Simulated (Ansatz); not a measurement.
`[F][Hf]([F])([F])[SeH]` + H₂O → `[OH][Hf]([F])([F])[SeH]` + H–F at 700 K and 1 bar (formal hydrolysis of the Hf–F bond).

Gas-phase electronic energies from Ansatz, PBE0-D4/def2-TZVP geometries. CBS: MP2 limit from def2 TZ/QZ plus the TZ coupled-cluster correction, frozen cores. This one scheme is used for every species. def2 core potentials past Kr. For Hf, Se outer-core shells are correlated without core-valence functions, which leaves a few kJ/mol of doubt a bond. Scalar relativity is left out up to krypton. Each species was taken in one conformer, which may not be the lowest.

| species | CCSD(T)/CBS energy (Eh) | H − E (kJ/mol) | S (J/(mol·K)) |
| --- | --- | --- | --- |
| `[F][Hf]([F])([F])[SeH]` | -2748.87958 | 105.3 | 495.5 |
| H₂O | -76.37941 | 80.5 | 218.4 |
| `[OH][Hf]([F])([F])[SeH]` | -2724.84883 | 141.4 | 521.9 |
| H–F | -100.39570 | 45.2 | 198.5 |

H − E and S are ideal-gas, rigid-rotor, harmonic terms from PBE0-D4/def2-TZVP, for one conformer and one mirror image of each species. 1 Eh = 2625.50 kJ/mol, R = 8.31446 J/(mol·K).

Problem. By hand: ΔE, ΔH, ΔS and ΔG.

Solution. ΔE = (-2724.84883) + (-100.39570) − (-2748.87958) − (-76.37941) = 0.01446 Eh = 38.0 kJ/mol. Δ(H − E) = 141.4 + 45.2 − 105.3 − 80.5 = 0.8, so ΔH = 38.8 kJ/mol. ΔS = 521.9 + 198.5 − 495.5 − 218.4 = 6.5 J/(mol·K). ΔG = 38.8 − 700 × (6.5)/1000 = 34.2 kJ/mol.

Problem. By hand: the equilibrium constant, and the temperature at which ΔG would vanish if ΔH and ΔS stayed fixed.

Solution. log₁₀ K = −ΔG/(RT ln 10) = -2.6. ΔG = 0 at ΔH/ΔS = 5969 K, far beyond where these terms or the molecules hold.

The number of gas molecules stays the same, so ΔS is small and ΔH decides. A doubt of 5 kJ/mol in ΔE shifts log₁₀ K by 0.4 here. Other conformers and mirror images would add mixing entropy, several J/(mol·K) or more a flexible species. Modes under 60 cm⁻¹, often nearly free rotors, make the harmonic entropy too high. These are equilibria of isolated gas molecules and say nothing of rates. Largest T1 diagnostic: 0.015 (customary marks: 0.02 for closed shells, 0.045 for open ones).
